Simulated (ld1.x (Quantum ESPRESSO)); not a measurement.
# PBE TM dataset for Rb, scalar-relativistic all-electron reference.

```
Element                 : Rb (Z = 37)
Generator               : ld1.x (Quantum ESPRESSO) 7.5
Type                    : norm-conserving Troullier–Martins (Kleinman–Bylander form)
Functional              : PBE
Relativity              : scalar-relativistic
Frozen core             : [Kr]
Valence charge          : 1
Reference configuration : 4d0.5 5s0.5 5p0
Partial waves           : 5s (bound): rc 3.40 bohr; 5p (bound, empty): rc 3.85 bohr; 4d (bound): rc 4.20 bohr
Local potential         : the d channel
Core correction         : a·sin(br)/r model core inside 2.75 bohr
```

All-electron outer shells of the reference configuration (PBE, scalar-relativistic, ld1.x):

```tsv
shell	level (eV)	outermost node (bohr)	outermost maximum (bohr)
4s	-32.65	0.62	1.25
4p	-16.72	0.64	1.42
5s	-2.64	1.78	4.22
5p	-1.10	2.19	6.21
4d	-0.39	0.70	6.70
```

Task: Does the generator finish with these settings?

Result: Yes, a potential is produced and its reference levels are reproduced.

Task: Estimate the cutoffs (Ry, on a coarse ladder) from which the occupation-weighted sum of valence levels, in a spherical-Bessel basis at the reference potential, stays within 10 and 1 mRy of its value at 400 Ry.

Result: 6 Ry and 8 Ry.

Task: What does a ghost test show?

Result: Ghost state, extra bound levels that the all-electron valence spectrum of the same l lacks: s at -6.0 eV. A true bound ghost makes a file unfit for plane-wave use. The logarithmic derivative shows an extra or strongly shifted pseudo pole above the reference energy (p near 0.23 Ry).

Task: Tests: 4d0 5s1 5p0; 4d0 5s0.5 5p0; 4d0 5s0 5p1; 4d1 5s0 5p0. Which has the largest error in its energy relative to the reference configuration, and how large is it?

Result: 4d0 5s1 5p0, with -4.4 meV (all-electron minus pseudo) on -1.12 eV.
